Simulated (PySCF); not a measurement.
Perfluoropropionyl chloride, C3ClF5O.
Atom-mapped SMILES: `[O:1]=[C:2]([Cl:3])[C:4]([F:5])([F:6])[C:7]([F:8])([F:9])[F:10]`

Cartesian coordinates in Å at the PBE0-D3(BJ)/def2-SVP level; atoms count from 1:
```xyz
10
C3ClF5O angstrom
O      1.7738   -1.0848    1.0324
C      1.4012   -0.2841    0.2508
Cl     2.2932    1.1522   -0.1884
C      0.0409   -0.4003   -0.4797
F     -0.3130   -1.6862   -0.4889
F      0.1319    0.0449   -1.7347
C     -1.0754    0.3902    0.2391
F     -1.1655   -0.0175    1.4968
F     -2.2282    0.1838   -0.3714
F     -0.8025    1.6866    0.2255
```

The closed-shell ground state was solved at several levels (PySCF, density fitting, gas phase, non-relativistic).

```csv
level,basis functions,total energy (Eh),HOMO (eV),LUMO (eV),gap (eV),dipole (D)
B3LYP/pcSseg-2,367,-1149.2769,-9.30,-2.75,6.55,1.02
PBE0/pcSseg-1,177,-1148.0514,-9.58,-2.45,7.13,0.93
```

Problem. Estimate the row for B3LYP/def2-SVPD, a basis of 225 functions; the other rows only guide the guess.

Solution. Total energy -1148.3376 Eh, HOMO -9.41 eV, LUMO -2.87 eV, gap 6.54 eV, dipole 1.03 D.

Problem. How far do the dipole and the HOMO energy spread over the levels?

Solution. The dipole runs from 0.93 to 1.03 D (mean 0.99 D) and the HOMO from -9.58 to -9.30 eV.

One conformer stands for the species.
